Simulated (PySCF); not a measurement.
Cartesian coordinates (Å):
SMILES: [C-]#[N+][C]=O
```xyz
4

C      1.8027     0.0343     0.0642
N      0.6026     0.0287     0.0790
C     -0.6779    -0.1065    -0.3373
O     -1.7274     0.0435     0.1940
```
Charge 0, spin multiplicity 2.

### Question
Estimate the total energy, highest occupied spin orbital and dipole moment that PySCF with PBE-D3(BJ)/def2-TZVP returns for this input.

### Answer

```
Property                             Result
-----------------------------  ------------
total energy                   -205.9202 Ha
highest occupied spin orbital      -6.07 eV
dipole moment                        0.66 D
```
